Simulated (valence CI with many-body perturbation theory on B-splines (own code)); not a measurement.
# E1 transitions of Mo11+

Method: relativistic CI+MBPT: three valence electrons over a frozen Dirac-Fock core [Ar] 3d10, a basis of 11 s, 11 p, 10 d, 8 f, 5 g, 2 h functions for each j, with the one-electron correlation potential Σ1 (screened to all orders), the two-electron term Σ2, the three-electron term Σ3, Breit, model QED; selected single and double excitations, second order for the rest, scaled by the run's own slope (own B-spline code, finite nucleus).

No measured spectrum was set against this ion. As an estimate, levels hold to about 250 cm⁻¹ or 0.2 % of their energy and the worst to 1 %, as in measured heavy ions of charge 2 to 7; those with d or f electrons hold less well.

Lines 101 to 150 of 548 in falling wavelength, among levels below 1276000 cm⁻¹, chosen from the strongest by gf and those to the six lowest levels. Wavelengths and rates use the calculated energies, so an error of 1000 cm⁻¹ moves a line at 41.49 nm by 0.41 % and its rate by three times that or more. Electric multipoles are in the length gauge, E1 and E2 with the static RPA response of the core. Weak lines are less certain than strong ones. Lines between different terms over intervals too small for the method are left out, as are lines whose strength nearly cancels. Where a level lies close to another of its J and parity, the split of strength between their lines is uncertain. The highest levels of a list are the least certain.

Names give the largest LS component (configuration and term), which can be under half, so a name can repeat, a term be missing and a line seem to break the LS rules; names also repeat where a configuration has a term twice. Letters in brackets count levels of one name in rising energy.

```
λ vac (nm)               Upper               Lower   A (s⁻¹)  S (a.u.) with core polarisation  S without
     41.49         4p³ ²D°_5/2        4s4p² ²D_5/2  5.52e+09                         1.17e+00   1.30e+00
     41.48    4p²4d ²F_7/2 [b]  4s4p4d ²F°_7/2 [b]  2.74e+09                         7.72e-01   8.65e-01
     41.47    4p²4d ²D_5/2 [c]  4s4p4d ²D°_5/2 [b]  3.90e+09                         8.22e-01   9.22e-01
     40.92  4s4p5d ⁴F°_3/2 [a]   4s4p4f ⁴G_5/2 [a]  5.29e+09                         7.16e-01   7.01e-01
     40.79  4s4p5d ²F°_5/2 [a]       4s4p4f ⁴G_7/2  3.16e+09                         6.35e-01   6.20e-01
     40.77     4p³ ⁴S°_3/2 [b]        4s4p² ²D_3/2  2.03e+09                         2.72e-01   3.04e-01
     40.75   4s4p4f ²G_7/2 [b]       4s²4f ²F°_5/2  2.33e+09                         6.22e-01   6.93e-01
     40.75   4p²4f ²G°_7/2 [a]       4s4p4f ⁴F_9/2  1.96e+09                         5.23e-01   5.73e-01
     40.65   4s4p4f ²G_7/2 [b]       4s²4f ²F°_7/2  3.14e+09                         8.31e-01   9.30e-01
     40.63      4s4p5d ⁴D°_5/2       4s4p4f ⁴F_7/2  5.39e+09                         1.07e+00   1.05e+00
     40.46   4p4d² ⁴G°_9/2 [a]       4s4p4f ⁴F_7/2  2.39e+09                         7.82e-01   8.75e-01
     40.39       4p²4f ²G°_9/2       4s4p4f ⁴D_7/2  2.04e+09                         6.64e-01   7.41e-01
     40.37        4p²4d ⁴F_7/2      4s4p4d ⁴P°_5/2  3.61e+09                         9.38e-01   1.05e+00
     40.36         4p³ ²D°_5/2        4s4p² ²D_3/2  1.03e+09                         2.00e-01   2.23e-01
     40.33   4s4p4f ²F_5/2 [b]       4s²4f ²F°_5/2  4.11e+09                         7.99e-01   8.96e-01
     40.28  4s4p5d ²F°_7/2 [a]   4s4p4f ²G_9/2 [a]  4.74e+09                         1.22e+00   1.25e+00
     40.18      4s4p5d ⁴F°_9/2      4s4p4f ⁴G_11/2  8.12e+09                         2.60e+00   2.57e+00
     40.15  4s4p4d ²F°_7/2 [a]        4s²4d ²D_5/2  3.29e+09                         8.40e-01   9.41e-01
     40.15      4s4p5d ⁴D°_7/2       4s4p4f ⁴F_9/2  6.32e+09                         1.62e+00   1.59e+00
     39.87      4s4p5d ⁴F°_7/2       4s4p4f ⁴G_9/2  4.68e+09                         1.17e+00   1.15e+00
     39.83        4p²4d ⁴D_7/2  4s4p4d ²D°_5/2 [a]  1.93e+09                         4.81e-01   5.39e-01
     39.58   4s4p4f ²F_7/2 [b]       4s²4f ²F°_5/2  2.50e+09                         6.12e-01   6.85e-01
     39.58        4p²4d ⁴F_7/2      4s4p4d ⁴F°_9/2  4.70e+09                         1.15e+00   1.28e+00
     39.48   4s4p4f ²F_7/2 [b]       4s²4f ²F°_7/2  2.01e+09                         4.89e-01   5.48e-01
     39.46      4p4d² ⁴G°_11/2       4s4p4f ⁴F_9/2  4.58e+09                         1.67e+00   1.86e+00
     39.44        4p²5s ²D_3/2  4s4p5s ²P°_3/2 [a]  5.37e+09                         6.50e-01   7.16e-01
     39.35        4p²5s ²P_1/2  4s4p5s ²P°_3/2 [a]  8.99e+09                         5.41e-01   5.94e-01
     39.21        4p²4d ⁴F_5/2      4s4p4d ⁴F°_7/2  4.38e+09                         7.82e-01   8.71e-01
     38.85        4p²4d ⁴F_3/2      4s4p4d ⁴F°_5/2  4.74e+09                         5.49e-01   6.11e-01
     38.72       4p²4f ⁴G°_9/2   4s4p4f ²G_9/2 [a]  2.06e+09                         5.91e-01   6.59e-01
     38.58        4p²5s ⁴P_3/2      4s4p5s ⁴P°_5/2  9.34e+09                         1.06e+00   1.17e+00
     38.53  4s4p5d ²F°_7/2 [b]       4s4p4f ⁴G_9/2  2.58e+09                         5.83e-01   6.42e-01
     38.53        4p²4d ⁴F_9/2      4s4p4d ⁴F°_9/2  6.90e+09                         1.95e+00   2.17e+00
     38.52       4p²4f ⁴G°_5/2       4s4p4f ⁴G_7/2  2.62e+09                         4.43e-01   4.68e-01
     38.29   4s4p4f ²G_9/2 [b]       4s²4f ²F°_7/2  7.00e+09                         1.94e+00   2.16e+00
     38.12        4s4p² ²D_3/2       4s²4p ²P°_1/2  5.45e+09                         5.96e-01   6.62e-01
     38.06       4p²4f ⁴G°_9/2      4s4p4f ⁴G_11/2  2.31e+09                         6.29e-01   7.00e-01
     37.99       4p²4f ⁴D°_7/2       4s4p4f ⁴F_9/2  5.70e+09                         1.23e+00   1.38e+00
     37.98        4p²5s ²D_5/2      4s4p5s ⁴P°_5/2  7.34e+09                         1.19e+00   1.32e+00
     37.98        4p²4d ⁴F_3/2      4s4p4d ⁴F°_3/2  5.19e+09                         5.61e-01   6.25e-01
     37.96        4p²5s ⁴P_1/2      4s4p5s ⁴P°_3/2  1.79e+10                         9.66e-01   1.07e+00
     37.81    4p²4d ²F_7/2 [a]      4s4p4d ⁴F°_7/2  2.83e+09                         6.05e-01   6.73e-01
     37.61        4p²4d ⁴P_5/2      4s4p4d ⁴D°_7/2  6.74e+09                         1.06e+00   1.18e+00
     37.50       4p²4f ⁴D°_5/2       4s4p4f ⁴F_7/2  4.56e+09                         7.12e-01   7.92e-01
     37.46        4p²4d ⁴F_7/2      4s4p4d ⁴F°_7/2  2.56e+09                         5.31e-01   5.92e-01
     37.45    4p²4d ²F_5/2 [a]      4s4p4d ⁴F°_5/2  3.09e+09                         4.80e-01   5.35e-01
     37.28  4s4p4d ²F°_7/2 [b]        4s²4d ²D_5/2  6.48e+09                         1.32e+00   1.50e+00
     37.10     4p³ ⁴S°_3/2 [a]        4s4p² ⁴P_5/2  9.91e+09                         9.99e-01   1.11e+00
     36.94        4p²4d ⁴P_3/2      4s4p4d ⁴D°_5/2  5.83e+09                         5.80e-01   6.44e-01
     36.86   4s4p4f ²D_5/2 [a]       4s²4f ²F°_7/2  3.48e+09                         5.16e-01   5.68e-01
```
